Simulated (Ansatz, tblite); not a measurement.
Cost and result up the ladder for GeEt3(NMeEt) (C9H23GeN) (34 atoms). Total charge 0; singlet. Geometry: PBE-D4/def2-SVP.

Cartesian coordinates in Å:
```
Ge -0.126 0.357 -0.451
C -1.156 -0.876 -1.606
C -2.208 -1.683 -0.839
H -0.447 -1.546 -2.137
H -1.627 -0.255 -2.398
H -2.761 -2.384 -1.498
H -1.747 -2.279 -0.025
H -2.960 -1.021 -0.361
C -1.352 1.589 0.497
C -2.306 2.330 -0.446
H -0.742 2.312 1.079
H -1.915 0.988 1.243
H -2.976 3.026 0.102
H -1.758 2.936 -1.198
H -2.958 1.629 -1.008
C 1.180 1.397 -1.530
C 2.236 0.528 -2.221
H 1.659 2.131 -0.848
H 0.609 1.996 -2.274
H 2.953 1.133 -2.816
H 2.830 -0.052 -1.484
H 1.778 -0.207 -2.916
N 0.711 -0.692 0.850
C 1.331 -1.953 0.505
C 1.247 -0.063 2.047
C 0.761 -0.702 3.354
H 2.437 -1.875 0.334
H 1.187 -2.723 1.299
H 0.886 -2.372 -0.421
H 2.370 -0.071 2.032
H 0.960 1.012 2.053
H 1.204 -0.195 4.236
H -0.344 -0.640 3.431
H 1.042 -1.774 3.413
```

Ansatz on 6 threads of Arm Neoverse V2 on a shared host; xTB runs through tblite on one thread. Times are rough, summed over both states, and most runs start from the orbitals of an earlier one. PBE0-D4/def2-SVP serves as the yardstick here, not as an exact answer. The other state is a triplet.

The xTB rows come from tblite.

xTB has no spin-polarisation term.

| level | functions | wall time | vertical triplet (eV) | difference from PBE0-D4/def2-SVP (eV) | remarks |
| --- | --- | --- | --- | --- | --- |
| GFN2-xTB | 72 | 0.032 s | 6.62 | 0.99 | – |
| GFN1-xTB | 95 | 0.059 s | 5.87 | 0.23 | – |
| PBE-D4/def2-SVP | 287 | 17 s | 5.16 | -0.47 | HOMO above zero (triplet) |
| PBE0-D4/def2-SVP | 287 | 33 s | 5.63 | 0.00 | – |
